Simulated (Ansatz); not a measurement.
Reaction (redistribution): `O[SiH2]O[SiH](Cl)Cl` + `C=C[Se][GeH3]` → `C=C[Se][SiH2]O` + `Cl[SiH](Cl)[O][GeH3]`

Gas-phase electronic energies from Ansatz, PBE0-D4/def2-TZVP geometries. CCSD(T)/CBS is the MP2 limit (def2-TZVPP, def2-QZVPP) plus CCSD(T) − MP2 in def2-TZVPP, frozen cores. DFT in def2-TZVPP. B3LYP here is the variant with VWN-RPA as its local correlation; programs differ in this. For Ge, Se outer-core shells are correlated without core-valence functions, which leaves a few kJ/mol of doubt a bond. Scalar relativity is left out up to krypton. Each species was taken in one conformer, which may not be the lowest.

CCSD(T)/CBS gives +72.6 kJ/mol.

(1) Another level gave +71.7 kJ/mol. Which?
A. HF/def2-TZVPP
B. B3LYP/def2-TZVPP
C. PBE-D4/def2-TZVPP
D. SCS-MP2/def2-TZVPP

Largest T1 diagnostic among the species: 0.011.

Answers

(1) D. SCS-MP2/def2-TZVPP 71.7, B3LYP 77.1, PBE-D4 65.4, HF/def2-TZVPP 83.4 kJ/mol.

From PBE to PBE0 (25 % exact exchange), in def2-TZVPP and without D4, ΔE moves by +4.3 kJ/mol. The D4 term adds −3.2 kJ/mol with B3LYP and −1.6 kJ/mol with PBE0; it sums over pairs of atoms, weighted by their polarisabilities, and B3LYP, whose exchange is more repulsive, gets the larger term. In def2-TZVPP, CCSD(T) changes the Hartree–Fock value by −12.0 kJ/mol (the triples alone add −2.8 kJ/mol) and MP2 by −12.3 kJ/mol.
